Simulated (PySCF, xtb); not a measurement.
F2HNbO2, SMILES [O]=[Nb]([OH])([F])[F], multiplicity 1. The values are those of a single conformer.

Harmonic wavenumbers (cm⁻¹) from GFN2-xTB (xtb) at its own minimum, in rising order: 131, 146, 180, 218, 223, 434, 454, 464, 556, 620, 818, 3520.

Q: What does PBE-D3(BJ)/def2-SVP (PySCF 2.14.0) give at its own minimum? (Estimate from the structure and the level; the computed values follow.)

A: 164, 177, 195, 237, 241, 411, 516, 678, 706, 743, 1005, 3761. Paired by order, the mean absolute difference is 93 cm⁻¹ and the zero-point energies are 11.1 and 12.6 kcal/mol.
